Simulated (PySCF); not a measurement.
## Vibration and rotation of SnC

ROHF-CCSD(T) constants of SnC, ³Π (triplet), unpaired electrons σ ↑, π ↑ (Sn def2-SVPD with ECP28, C def2-SVPD; scalar-relativistic core potentials (PySCF 2.14); masses 119.9022 and 12.0000 u):

* ωe: 641.8 cm⁻¹
* ωexe: 4.23 cm⁻¹
* Be: 0.36891 cm⁻¹
* αe: 0.00298 cm⁻¹
* D (centrifugal): 4.88e-07 cm⁻¹
* De to Sn + C: 2.83 eV

(1) Give the vibrational terms G(v) and spacings up to v = 6.

(2) How well does the Morse estimate ωe²/(4ωexe) reproduce De, and what is D0?

Correlated steps freeze 5 core orbitals. Correlated levels converge slowly with the basis: in double zeta they bind strong bonds too weakly, by up to about 1 eV, and carry superposition errors of some tenths. Spin–orbit coupling is left out, which matters for elements this heavy, above all for dissociation energies. The CCSD T1 diagnostic is raised, a sign that a single reference may not be enough here. The state was picked by a PBE0 search and need not be the measured ground state.

Answers

(1) G(v) = ωe(v+½) − ωexe(v+½)².

```json
{"v": "0", "G(v) (cm⁻¹)": "319.8", "G(v) − G(v−1)": "", "Bv (cm⁻¹)": "0.3674"}
{"v": "1", "G(v) (cm⁻¹)": "953.2", "G(v) − G(v−1)": "633.3", "Bv (cm⁻¹)": "0.3644"}
{"v": "2", "G(v) (cm⁻¹)": "1578.1", "G(v) − G(v−1)": "624.9", "Bv (cm⁻¹)": "0.3615"}
{"v": "3", "G(v) (cm⁻¹)": "2194.5", "G(v) − G(v−1)": "616.4", "Bv (cm⁻¹)": "0.3585"}
{"v": "4", "G(v) (cm⁻¹)": "2802.4", "G(v) − G(v−1)": "608.0", "Bv (cm⁻¹)": "0.3555"}
{"v": "5", "G(v) (cm⁻¹)": "3401.9", "G(v) − G(v−1)": "599.5", "Bv (cm⁻¹)": "0.3525"}
{"v": "6", "G(v) (cm⁻¹)": "3993.0", "G(v) − G(v−1)": "591.0", "Bv (cm⁻¹)": "0.3495"}
```

(2) It gives 3.02 eV, 107 % of the computed De. D0 = De − G(0) = 2.83 − 0.04 = 2.79 eV.
